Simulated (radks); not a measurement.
Values are calculated unless marked as measured or tabulated.
The erbium ion Er37+, configuration [Ar] 3d10 4s2 4p1. Level of theory: scalar-relativistic Kohn-Sham, RPBE, spin-polarised, spherical densities, point nucleus; open shells are filled with parallel spins first (spin-orbit coupling, left out, can overturn this in heavy ions) (a radial shooting solver on a logarithmic mesh with Libxc functionals).

Normalised radial functions P(r) = r R(r), r in bohr:

r,4s up,4s down,4p down
0.0009349,0.1375,0.1376,0.0036
0.001188,0.1660,0.1661,0.0054
0.001511,0.1994,0.1996,0.0080
0.001921,0.2379,0.2380,0.0121
0.002442,0.2811,0.2813,0.0181
0.003104,0.3283,0.3285,0.0271
0.003946,0.3774,0.3776,0.0405
0.005056,0.4261,0.4264,0.0611
0.006428,0.4653,0.4656,0.0902
0.008171,0.4875,0.4878,0.1319
0.01039,0.4806,0.4809,0.1900
0.01321,0.4296,0.4298,0.2685
0.01679,0.3190,0.3192,0.3693
0.02134,0.1383,0.1384,0.4897
0.02713,-0.1095,-0.1096,0.6177
0.03449,-0.3951,-0.3954,0.7259
0.04384,-0.6515,-0.6520,0.7678
0.05574,-0.7734,-0.7739,0.6810
0.07085,-0.6452,-0.6455,0.4081
0.09007,-0.2091,-0.2089,-0.0591
0.1145,0.4404,0.4411,-0.6209
0.1456,1.0040,1.0048,-1.0413
0.1851,1.0724,1.0724,-1.0160
0.2371,0.3791,0.3773,-0.3455
0.3015,-0.7645,-0.7676,0.7115
0.3832,-1.6637,-1.6645,1.5800
0.4872,-1.7400,-1.7371,1.7244
0.6193,-1.1147,-1.1152,1.1805
0.7873,-0.4380,-0.4400,0.5070
1.001,-0.0973,-0.0981,0.1259
1.272,-0.0108,-0.0110,0.0161

4s up: eigenvalue -1742.5 eV, 3 radial nodes at r = 0.0246, 0.0978, 0.258 bohr, <r> = 0.447 bohr, 90 % of the charge inside 0.630 bohr. 4s down: eigenvalue -1736.5 eV, 3 radial nodes at r = 0.0246, 0.0978, 0.258 bohr, <r> = 0.447 bohr, 90 % of the charge inside 0.631 bohr. 4p down (empty): eigenvalue -1608.5 eV, 2 radial nodes at r = 0.0877, 0.258 bohr, <r> = 0.457 bohr, 90 % of the charge inside 0.651 bohr.
